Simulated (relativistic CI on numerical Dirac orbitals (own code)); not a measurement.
# Ti2+ in a cubic cluster: 3p photoemission with charge transfer

Computed with a charge-transfer multiplet model of a cubic metal-ligand cluster with up to one ligand hole, Slater and spin-orbit integrals from Dirac-Coulomb-Breit ions, Slater integrals scaled by 0.8. The ground state mixes d2 with configurations of k ligand holes L, whose averages lie at kΔ + k(k − 1)U_dd/2; a core hole lowers each added d electron by U_cd. 20 K, Lorentzian 0.9 eV and Gaussian 0.8 eV FWHM.

Atomic integrals in eV (Slater integrals scaled, ζ unscaled), ground: F2dd 6.578, F4dd 4.090, zeta_d 0.013; with the core hole: F2dd 7.618, F4dd 4.781, zeta_d 0.017, zeta_core 0.435, F2cd 8.281, G1cd 10.323, G3cd 6.276.

Cluster parameters (eV): Δ = 5.5, U_dd = 5, U_cd = 5.8, 10Dq(ligand) = 1, V(eg) = 1.35, V(t2g) = -0.74, final-state hopping factor = 0.9.

```json
{"Case": "10Dq = 0.3 eV", "n_d": "2.18", "d2": "0.82", "d3L": "0.18", "S": "1.00"}
{"Case": "10Dq = 0.6 eV", "n_d": "2.18", "d2": "0.82", "d3L": "0.18", "S": "1.00"}
{"Case": "10Dq = 1.2 eV", "n_d": "2.17", "d2": "0.83", "d3L": "0.17", "S": "1.00"}
{"Case": "10Dq = 1.8 eV", "n_d": "2.16", "d2": "0.84", "d3L": "0.16", "S": "1.00"}
{"Case": "10Dq = 2.1 eV", "n_d": "2.16", "d2": "0.84", "d3L": "0.16", "S": "1.00"}
```

Weights, n_d and S are thermal averages at 20 K. Binding energies count from the first peak over 30 % of the highest in each spectrum, which can be another peak from case to case. The parameters are a model scan and need not match a compound or its usual spin state. Peaks in eV (height, largest 100):
- 10Dq = 0.3 eV: 0.0 (100), 3.1 (77), 7.0 (29), 12.4 (10), 14.2 (11), 16.3 (11)
- 10Dq = 0.6 eV: 0.0 (100), 2.9 (76), 12.3 (10), 14.2 (11), 16.3 (11)
- 10Dq = 1.2 eV: 0.0 (100), 3.1 (72), 12.7 (10), 14.6 (10), 16.7 (10)
- 10Dq = 1.8 eV: 0.0 (100), 2.9 (67), 13.0 (9), 14.9 (9), 17.0 (9)
- 10Dq = 2.1 eV: 0.0 (100), 13.2 (9), 15.0 (9), 17.2 (9)

Curve for 10Dq = 1.8 eV (points under 2 left out, the grid thinned):

```csv
E (eV),Intensity
-5.4,2.5
-4.8,3.2
-4.2,4.3
-3.6,6.2
-3.0,10.1
-2.4,20.7
-1.8,48.4
-1.2,72.7
-0.5,90.3
0.1,99.0
0.7,87.1
1.3,80.2
1.9,72.1
2.5,66.8
3.1,66.6
3.7,61.0
4.3,50.7
4.9,40.9
5.5,33.8
6.1,30.4
6.7,27.0
7.3,23.8
8.0,20.2
8.6,17.4
9.2,14.4
9.8,12.2
10.4,11.0
11.0,9.0
11.6,7.3
12.2,7.5
12.8,8.8
13.4,8.5
14.0,7.8
14.6,9.1
15.2,8.9
15.8,7.2
16.4,7.3
17.1,8.9
17.7,6.0
18.3,3.5
18.9,2.6
19.5,2.1
20.6,2.3
21.2,3.0
21.8,2.2
```

For the case 10Dq = 1.2 eV, Δ = 5.5 eV is larger than U_dd = 5 eV, the Mott-Hubbard side of the Zaanen-Sawatzky-Allen scheme. With the core hole the average of the configuration with one ligand hole lies at Δ − U_cd = -0.3 eV before mixing: the effective hopping of about 2.7 eV (from the holes of the mixed ground state) is comparable with this gap or larger, so the configurations mix strongly.

With at most 1 ligand hole the space is cut while the next configuration still counts, so covalency is underestimated, and a final configuration with one more ligand hole, which can lie low, is missing from the spectra.
